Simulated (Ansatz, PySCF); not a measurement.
C3H5BF2, SMILES CB(C(=C)F)F.

Geometry: PBE0-D3(BJ)/def2-SVP. The structure was generated by enumeration, and PubChem lists no compound with its InChIKey, so it may never have been made. One conformer was computed; it need not be the lowest.

Vertical ionisation energy (IE) and electron affinity (EA) in eV. Rows of orbital energies are one-electron estimates. Where ΔSCF, EOM or ADC give a negative EA the extra electron is unbound and the value depends on the basis.

```json
[
 {"level": "−ε(HOMO), −ε(LUMO), HF/def2-TZVP (PySCF)", "IE": "10.54", "EA": "-2.16"},
 {"level": "−ε(HOMO), −ε(LUMO), PBE/def2-TZVP (PySCF)", "IE": "6.69", "EA": "2.48"},
 {"level": "ΔSCF, PBE0/def2-TZVPD (Ansatz), final states of multiplicity 2 and 2", "IE": "(withheld)", "EA": "(withheld)"},
 {"level": "ΔSCF, PBE/def2-TZVPD (Ansatz), final states of multiplicity 2 and 2", "IE": "10.12", "EA": "-0.24"}
]
```

**Question.** Some entries are withheld; supply them. (The exact figures need the calculation; the answer reports its results.)

**Answer.** 
- ΔSCF, PBE0/def2-TZVPD (Ansatz, an electronic-structure program), final states of multiplicity 2 and 2, IE: 10.25
- ΔSCF, PBE0/def2-TZVPD (Ansatz), final states of multiplicity 2 and 2, EA: -0.28

**Question.** What vertical singlet–triplet gap does ΔSCF give with PBE0/def2-TZVPD (Ansatz) and with PBE/def2-TZVPD (Ansatz)? (The exact figures need the calculation; the answer reports its results.)

**Answer.** 3.51 and 3.60 eV (triplet above singlet where positive).
